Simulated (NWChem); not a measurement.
System: C$_{4}$H$_{8}$O; SMILES OCC1CC1

NWChem printed, in part:

```
             Northwest Computational Chemistry Package (NWChem) 7.3.0
             --------------------------------------------------------

 CS  symmetry detected

                             Geometry "geometry" -> ""
                             -------------------------

 Output coordinates in angstroms (scale by  1.889725989 to convert to a.u.)

  No.       Tag          Charge          X              Y              Z
 ---- ---------------- ---------- -------------- -------------- --------------
    1 O                    8.0000     0.68616217     1.50542791     0.00000000
    2 C                    6.0000    -0.66454789     1.07442530     0.00000000
    3 C                    6.0000    -0.70781594    -0.43942437     0.00000000
    4 C                    6.0000     0.32984661    -1.23271528    -0.75688900
    5 C                    6.0000     0.32984661    -1.23271528     0.75688900
    6 H                    1.0000     0.68714196     2.47740358     0.00000000
    7 H                    1.0000    -1.21656400     1.45153991    -0.89840700
    8 H                    1.0000    -1.21656400     1.45153991     0.89840700
    9 H                    1.0000    -1.73708275    -0.83711216     0.00000000
   10 H                    1.0000     1.12600786    -0.65819899    -1.25446400
   11 H                    1.0000     0.00888972    -2.14390939    -1.28550000
   12 H                    1.0000     0.00888972    -2.14390939     1.28550000
   13 H                    1.0000     1.12600786    -0.65819899     1.25446400

 Effective nuclear repulsion energy (a.u.)     182.1976476996

      Symmetry information
      --------------------

 Group name             Cs
 Group number              2
 Group order               2
 No. of unique centers     9

                                 NWChem DFT Module
                                 -----------------

 Summary of "ao basis" -> "ao basis" (spherical)
 ------------------------------------------------------------------------------
       Tag                 Description            Shells   Functions and Types
 ---------------- ------------------------------  ------  ---------------------
 O                          def2-svp                 6       14   3s2p1d
 C                          def2-svp                 6       14   3s2p1d
 H                          def2-svp                 3        5   2s1p

      Symmetry analysis of basis
      --------------------------

        a'         67
        a"         43

            General Information
            -------------------
          SCF calculation type: DFT
          Wavefunction type:  closed shell.
          No. of atoms     :    13
          No. of electrons :    40
           Alpha electrons :    20
            Beta electrons :    20
          Charge           :     0
          Spin multiplicity:     1
          Use of symmetry is: on ; symmetry adaption is: on
          Maximum number of iterations: 150
          AO basis - number of functions:   110
                     number of shells:    54
          Convergence on energy requested:  1.00D-06
          Convergence on density requested:  1.00D-05
          Convergence on gradient requested:  5.00D-04

              XC Information
              --------------
                        BHLYP Method XC Functional
                     Hartree-Fock (Exact) Exchange  0.500
                        Slater Exchange Functional  0.500 local
                    Becke 1988 Exchange Functional  0.500 non-local
              Lee-Yang-Parr Correlation Functional  1.000

             Grid Information
             ----------------
          Grid used for XC integration:  medium
          Radial quadrature: Mura-Knowles
          Angular quadrature: Lebedev.
          Tag              B.-S. Rad. Rad. Pts. Rad. Cut. Ang. Pts.
          ---              ---------- --------- --------- ---------
          O                   0.60       49          11.0       434
          C                   0.70       49          10.0       434
          H                   0.35       45          12.0       434
          Grid pruning is: on
          Number of quadrature shells:   421
          Spatial weights used:  Erf1

      Superposition of Atomic Density Guess
      -------------------------------------

 Sum of atomic energies:        -229.18462805

      Non-variational initial energy
      ------------------------------

 Total energy =    -232.504863
 1-e energy   =    -669.717317
 2-e energy   =     255.014807
 HOMO         =      -0.314692
 LUMO         =       0.084618

      Symmetry analysis of molecular orbitals - initial
      -------------------------------------------------

  Numbering of irreducible representations:

     1 a'          2 a"

  Orbital symmetries:

     1 a'          2 a'          3 a"          4 a'          5 a'
     6 a'          7 a'          8 a'          9 a"         10 a'
    11 a'         12 a'         13 a'         14 a"         15 a'
    16 a"         17 a'         18 a"         19 a'         20 a"
    21 a'         22 a'         23 a'         24 a"         25 a"
    26 a'         27 a'         28 a"         29 a'         30 a"

   convergence    iter        energy       DeltaE   RMS-Dens  Diis-err
 ---------------- ----- ----------------- --------- --------- ---------
 d= 0,ls=0.0,diis     1   -232.0431163743 -4.14D+02  7.72D-03  4.72D-01
 d= 0,ls=0.0,diis     2   -232.0853565068 -4.22D-02  3.50D-03  2.31D-01
 d= 0,ls=0.0,diis     3   -232.1055372293 -2.02D-02  8.19D-04  2.12D-02
 d= 0,ls=0.0,diis     4   -232.1075406302 -2.00D-03  1.54D-04  4.24D-04
 d= 0,ls=0.0,diis     5   -232.1075824974 -4.19D-05  3.90D-05  3.19D-05
  Resetting Diis
 d= 0,ls=0.0,diis     6   -232.1075862599 -3.76D-06  1.19D-05  1.92D-06
 d= 0,ls=0.0,diis     7   -232.1075864992 -2.39D-07  2.97D-06  4.82D-08

         Total DFT energy =     -232.107586499153
      One electron energy =     -674.773074348138
           Coulomb energy =      293.575235181891
    Exchange-Corr. energy =      -33.107395032464
 Nuclear repulsion energy =      182.197647699558

 Numeric. integr. density =       39.999983143206

                  Occupations of the irreducible representations
                  ----------------------------------------------

                     irrep           alpha         beta
                     --------     --------     --------
                     a'               14.0         14.0
                     a"                6.0          6.0

                       DFT Final Molecular Orbital Analysis
                       ------------------------------------

 Vector   18  Occ=2.000000D+00  E=-3.632908D-01  Symmetry=a"
              MO Center=  2.1D-01,  6.1D-01,  1.7D-15, r^2= 2.8D+00
   Bfn.  Coefficient  Atom+Function         Bfn.  Coefficient  Atom+Function
  ----- ------------  ---------------      ----- ------------  ---------------
     6      0.495517   1 O  pz                9      0.379111   1 O  pz
    34     -0.271700   3 C  pz               37     -0.204958   3 C  pz
    47      0.134843   4 C  py               61     -0.134843   5 C  py
    76      0.108292   7 H  s                81     -0.108292   8 H  s
    20     -0.102246   2 C  pz               46     -0.102691   4 C  px

 Vector   19  Occ=2.000000D+00  E=-3.412698D-01  Symmetry=a'
              MO Center=  1.2D-01, -9.5D-01,  1.3D-15, r^2= 2.2D+00
   Bfn.  Coefficient  Atom+Function         Bfn.  Coefficient  Atom+Function
  ----- ------------  ---------------      ----- ------------  ---------------
    48      0.280467   4 C  pz               62     -0.280467   5 C  pz
    46      0.213340   4 C  px               60      0.213340   5 C  px
    32     -0.182189   3 C  px               51      0.173637   4 C  pz
    65     -0.173637   5 C  pz               31     -0.161133   3 C  s
    47     -0.161239   4 C  py               61     -0.161239   5 C  py

 Vector   20  Occ=2.000000D+00  E=-3.206070D-01  Symmetry=a"
              MO Center= -2.0D-01,  7.9D-02, -6.0D-15, r^2= 3.1D+00
   Bfn.  Coefficient  Atom+Function         Bfn.  Coefficient  Atom+Function
  ----- ------------  ---------------      ----- ------------  ---------------
    34      0.335245   3 C  pz                6      0.288045   1 O  pz
     9      0.227106   1 O  pz               76      0.210658   7 H  s
    81     -0.210658   8 H  s                45     -0.206844   4 C  s
    59      0.206844   5 C  s                46      0.200444   4 C  px
    60     -0.200444   5 C  px               20     -0.197079   2 C  pz

 Vector   21  Occ=0.000000D+00  E= 8.507632D-02  Symmetry=a'
              MO Center= -1.5D-01,  1.6D+00, -1.5D-15, r^2= 6.5D+00
   Bfn.  Coefficient  Atom+Function         Bfn.  Coefficient  Atom+Function
  ----- ------------  ---------------      ----- ------------  ---------------
    17      1.385026   2 C  s                72     -0.998969   6 H  s
    77     -0.721050   7 H  s                82     -0.721050   8 H  s
    87     -0.568271   9 H  s                 3      0.561875   1 O  s
    45      0.415478   4 C  s                59      0.415478   5 C  s
    97     -0.362663  11 H  s               102     -0.362663  12 H  s

 Vector   22  Occ=0.000000D+00  E= 1.174129D-01  Symmetry=a'
              MO Center= -5.5D-01, -5.0D-01, -2.2D-14, r^2= 8.2D+00
   Bfn.  Coefficient  Atom+Function         Bfn.  Coefficient  Atom+Function
  ----- ------------  ---------------      ----- ------------  ---------------
    87      1.218991   9 H  s                31     -1.063217   3 C  s
    97      0.781782  11 H  s               102      0.781782  12 H  s
    72     -0.692481   6 H  s                 3      0.496161   1 O  s
    50      0.386874   4 C  py               64      0.386874   5 C  py
    92     -0.382517  10 H  s               107     -0.382517  13 H  s

[...]
```

Level: BHandHLYP/def2-SVP, vertical spin-unrestricted ions. The geometry was optimised at PBE-D3(BJ)/def2-SVP. No frequency run checked for a minimum.

Which NWChem input produces such a log?

One answer among several that fit: the input that was run:
```
start job
memory heap 200 mb stack 900 mb global 1100 mb
geometry units angstroms noautoz
  O      0.688962     1.505796     0.000000
  C     -0.661564     1.074217     0.000000
  C     -0.704186    -0.439651     0.000000
  C      0.333815    -1.232499    -0.756889
  C      0.333815    -1.232499     0.756889
  H      0.689527     2.477772     0.000000
  H     -1.213741     1.451096    -0.898407
  H     -1.213741     1.451096     0.898407
  H     -1.733283    -0.837778     0.000000
  H      1.129731    -0.657643    -1.254464
  H      0.013247    -2.143830    -1.285500
  H      0.013247    -2.143830     1.285500
  H      1.129731    -0.657643     1.254464
end
basis spherical
  * library def2-svp
end
dft
  xc bhlyp
  iterations 150
  vectors input atomic output neutral.movecs
end
task dft energy
charge 1
dft
  odft
  mult 2
  vectors input atomic output cation.movecs
end
task dft energy
```
